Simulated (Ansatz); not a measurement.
The same redistribution along the group F, Cl, Br.

Computed with Ansatz on PBE0-D4/def2-TZVP structures; ΔE is electronic, products minus reactants. CCSD(T)/CBS adds triple-zeta CCSD(T) − MP2 to the extrapolated MP2 energy (def2 sets, frozen cores). DFT in def2-TZVPP. For Br, Mg outer-core shells are correlated without core-valence functions, which leaves a few kJ/mol of doubt a bond. Scalar relativity is left out up to krypton. Each species was taken in one conformer, which may not be the lowest.

```json
{"reaction": "`[F][MgH]` + `C[CH2][Mg][OH]` → `C[CH2][Mg][F]` + `[OH][MgH]`", "B97M-V (eV)": "-0.02", "LDA (SPW92) (eV)": "-0.03", "CCSD/CBS(def2) (eV)": "-0.01"}
{"reaction": "`[MgH][Cl]` + `C[CH2][Mg][OH]` → `C[CH2][Mg][Cl]` + `[OH][MgH]`", "B97M-V (eV)": "-0.03", "LDA (SPW92) (eV)": "-0.03", "CCSD/CBS(def2) (eV)": "-0.03"}
{"reaction": "`[MgH][Br]` + `C[CH2][Mg][OH]` → `C[CH2][Mg][Br]` + `[OH][MgH]`", "B97M-V (eV)": "-0.03", "LDA (SPW92) (eV)": "-0.03", "CCSD/CBS(def2) (eV)": "-0.04"}
```

**Question.** Give the CCSD(T)/CBS values in the same order. (Best estimate.)

**Answer.** The calculation gave: 0.00, -0.03, -0.04 eV.

Largest T1 diagnostic: 0.011, for `[F][MgH]`.
